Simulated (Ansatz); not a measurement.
A nudged elastic band was laid between two geometries of H2O2Zn + H4Si (10 atoms, charge 0, multiplicity 1).

The calculation used Ansatz, RKS revPBE-D4/def2-SVP.

- movable images: 5
- climbing image: yes
- spring: 5.0 eV/Å²
- optimiser: quadratic models (default)
- start path: through a guess of the saddle point
- force threshold: 0.03 eV/Å
- iteration limit: 60
- end points: relaxed

First end point:

```xyz
10
Properties=species:S:1:pos:R:3
Zn -0.440 -0.229 0.505
O -1.364 0.063 2.012
H -2.270 0.364 1.811
O 0.579 -0.437 -0.977
H 0.548 -1.354 -1.309
Si 2.882 -0.596 0.848
H 2.545 -2.002 0.446
H 3.298 0.260 -0.306
H 4.020 -0.664 1.838
H 1.719 0.018 1.595
```

Last end point:

```xyz
10
Properties=species:S:1:pos:R:3
Zn 0.932 -0.450 0.249
O -0.510 0.139 1.859
H -1.083 0.089 1.028
O -0.757 -0.473 -0.547
H -0.863 -0.225 -1.481
Si 3.234 -0.709 0.662
H 3.577 -2.127 1.057
H 4.082 -0.386 -0.546
H 3.722 0.179 1.782
H -0.815 -0.615 2.400
```

Task: Which bonds break or form, and what moves?

Result: Bonds broken: Si6–H10. Bonds formed: Zn1–Si6, O2–H10. H2O2Zn + H4Si becomes H6O2SiZn.

Task: Give the energies along the band, and the barrier.

Result: The run converged. The highest image is number 3 of 0 to 6, 100.7 kJ/mol above the first end and 163.1 kJ/mol above the last; the last end lies 62.3 kJ/mol below the first. Neighbouring images differ by up to 1.3 eV, so the band resolves the path poorly. A vibrational analysis at the climbing image gives one clearly imaginary mode, 1111i cm⁻¹: a first-order saddle point. The orbitals stay closed-shell, which can raise the energy where a bond breaks towards radicals; this wasn't checked here.

| image | path coordinate (Å) | energy (kJ/mol) | Si6–H10 (Å) | Zn1–Si6 (Å) | O2–H10 (Å) |
| --- | --- | --- | --- | --- | --- |
| 0 | 0.00 | 0.0 | 1.51 | 3.36 | 3.11 |
| 1 | 1.60 | 0.9 | 1.52 | 3.36 | 3.08 |
| 2 | 3.20 | 10.1 | 1.51 | 3.45 | 2.64 |
| 3 | 4.80 | 100.7 | 1.83 | 2.80 | 1.34 |
| 4 | 6.26 | -22.3 | 2.85 | 2.37 | 0.98 |
| 5 | 7.71 | -45.4 | 3.61 | 2.35 | 0.98 |
| 6 | 9.17 | -62.3 | 4.41 | 2.35 | 0.98 |

Task: What is the geometry of the highest image?

Result: 
```xyz
10
Properties=species:S:1:pos:R:3
Zn 0.084 -0.187 -0.029
O -0.383 0.309 1.797
H -1.005 -0.302 2.246
O -0.316 -0.419 -1.774
H 0.490 -0.675 -2.263
Si 2.531 -0.679 1.243
H 2.791 -2.137 1.535
H 3.016 -0.459 -0.181
H 3.450 0.154 2.104
H 0.860 -0.181 1.783
```

The band took 19 iterations and about 6 core-minutes.

Time of the run: 3.3 min on 2 threads of Arm Neoverse V2, on a shared host, peak memory 0.15 GiB.
